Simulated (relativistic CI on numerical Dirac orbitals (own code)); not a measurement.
**Crystal-field levels of Cr+, 3d5**

Calculated by Dirac-Coulomb-Breit CI, KLI orbitals optimised for each configuration, a model potential for QED, valence Slater integrals scaled by 0.7, one configuration in a parametric crystal field (own radial code).

Field parameters in Wybourne normalisation: Oh B⁴₀ = 21Dq, B⁴₄ = √(5/14) B⁴₀. The field is a parameter set, without covalency.

S is read from ⟨S²⟩ = S(S + 1).

Site symmetry Oh; labels are those of the double group. Computed levels in cm⁻¹ above the lowest, in rising order:

```csv
Δ (size of 10Dq),Lowest,No. 2,No. 3,No. 4,No. 5,No. 6,No. 7,No. 8
2400,Γ7+Γ8,16425 Γ7,16430 Γ8,16451 Γ8,16468 Γ6,17453 Γ7,17470 Γ8,17492 Γ6
4300,Γ7+Γ8,14780 Γ7,14787 Γ8,14817 Γ8,14839 Γ6,16916 Γ7,16941 Γ8,16984 Γ6
6200,Γ7+Γ8,13018 Γ7,13030 Γ8,13068 Γ8,13093 Γ6,16018 Γ7,16036 Γ8,16092 Γ6
8100,Γ7+Γ8,11199 Γ7,11223 Γ8,11270 Γ8,11298 Γ6,13295 Γ7,13572 Γ8,14820 Γ7
10000,Γ7,0 Γ8,9231 Γ7,9357 Γ8,9444 Γ8,9477 Γ6,9874 Γ7,10063 Γ8
11900,Γ7,0 Γ8,6031 Γ7,6367 Γ8,7590 Γ8,7624 Γ8,7628 Γ7,7639 Γ6
13800,Γ7,0 Γ8,2425 Γ7,2752 Γ8,5732 Γ8,5750 Γ7,5765 Γ8,5791 Γ6
15700,Γ7,323 Γ8,1222 Γ8,1222 Γ7,5098 Γ8,5111 Γ7,5130 Γ8,5159 Γ6
17600,Γ7,320 Γ8,4881 Γ8,4881 Γ7,6917 Γ8,6927 Γ7,6937 Γ8,6967 Γ6
19500,Γ7,318 Γ8,8398 Γ8,8401 Γ7,8755 Γ8,8787 Γ6,8908 Γ8,8913 Γ7
21400,Γ7,316 Γ8,10495 Γ8,10502 Γ7,10584 Γ8,10617 Γ6,12341 Γ8,12341 Γ7
23300,Γ7,314 Γ8,12346 Γ8,12353 Γ7,12419 Γ8,12453 Γ6,16038 Γ8,16038 Γ7
```

Ground-state S against |10Dq| in cm⁻¹: 2400: 2.50, 4300: 2.50, 6200: 2.50, 8100: 2.50, 10000: 2.50, 11900: 2.50, 13800: 2.50, 15700: 0.51, 17600: 0.50, 19500: 0.50, 21400: 0.50, 23300: 0.50.

The spin changes between |10Dq| = 13800 and 15700 cm⁻¹.
